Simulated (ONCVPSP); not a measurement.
**Pseudopotential generation for rhodium (Rh): ONCV, PBE, fully relativistic.**

Rh, optimised norm-conserving Vanderbilt (ONCV), made with ONCVPSP 4.0.1 (PBE, fully relativistic). Core [Ar] 3d10, reference 4s2 4p6 4d8 (charge +1). Waves: 4s: rc 1.50 bohr, ncon 3, nbas 7, qcut 9.9 1/bohr, 2 projectors, debl 2.8 Ha; 4p: rc 1.10 bohr, ncon 4, nbas 8, qcut 8.7 1/bohr, 2 projectors, debl 1.8 Ha; 4d: rc 1.10 bohr, ncon 4, nbas 9, qcut 10.4 1/bohr, local; f scattering state at 0.42 Ha: rc 1.45 bohr, ncon 4, nbas 9, qcut 6.6 1/bohr, 2 projectors, debl 1.7 Ha. Local part: the d channel. Core correction: polynomial model core, fcfact 0.5.

Open shells are filled in proportion to 2j + 1.

In the s channel the program set the typed energies aside and used -3.313, 0.250 Ha. In the p channel the program set the typed energies aside and used -2.091, 0.250 Ha (j = l + 1/2; the other j can differ).

All-electron outer shells of the reference configuration (PBE, scalar-relativistic, ld1.x):

| shell | level (eV) | outermost node (bohr) | outermost maximum (bohr) |
| --- | --- | --- | --- |
| 4s | -90.19 | 0.47 | 0.88 |
| 4p | -58.15 | 0.47 | 0.94 |
| 4d | -13.58 | 0.46 | 1.14 |

What the tests gave:

* Cutoffs needed: 38 Ha and 146 Ha (the cutoffs (Ha) at which the residual kinetic energy of the hardest occupied pseudo-wave falls to 1 and 0.1 mHa per electron)
* Ghost test: no bound ghost flagged; no localised positive-energy state flagged
* Largest excitation error: +12 meV (all-electron minus pseudo) for 4s2 4p6 4d6, out of 4 test configurations
* rms error of d²Exc/dni dnj: 8.07 mHa without and 5.48 mHa with the model core

Generation and tests took about 8.6 s on one core of a shared server CPU.
